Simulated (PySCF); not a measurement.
**Fractional electron number in Ir (iridium, neutral)**

The 6s beta orbital of [Xe] 4f14 5d7 6s2 is emptied in steps (occupation f), with all orbitals relaxed, ending at [Xe] 4f14 5d7 6s1. Calculation: PySCF 2.14, in def2-TZVP with the def2 core potential (60 electrons) (6s4p3d1f, 40 functions); scalar relativity through the core potential. The exact energy is a straight line in f; departures are measured from the line between the end points of the same method.

```
  f  HSE06 (eV)
  1       0.000
0.8      -0.427
0.6      -0.642
0.4      -0.647
0.2      -0.435
  0       0.000
```

| method | E(f=0) − E(f=1) (eV) | −ε at f=1 (eV) | −ε at f=0.4 (eV) |
| --- | --- | --- | --- |
| HSE06 | 8.681 | 6.014 | 9.190 |

Orbital energy along the path (eV):

```tsv
f	HSE06
1	-6.014
0.8	-7.076
0.6	-8.130
0.4	-9.190
0.2	-10.298
0	-11.396
```

Reference removal energy between the ground levels: 8.967 eV (measured; NIST Atomic Spectra Database, ionization energies). The calculation has no spin-orbit coupling.
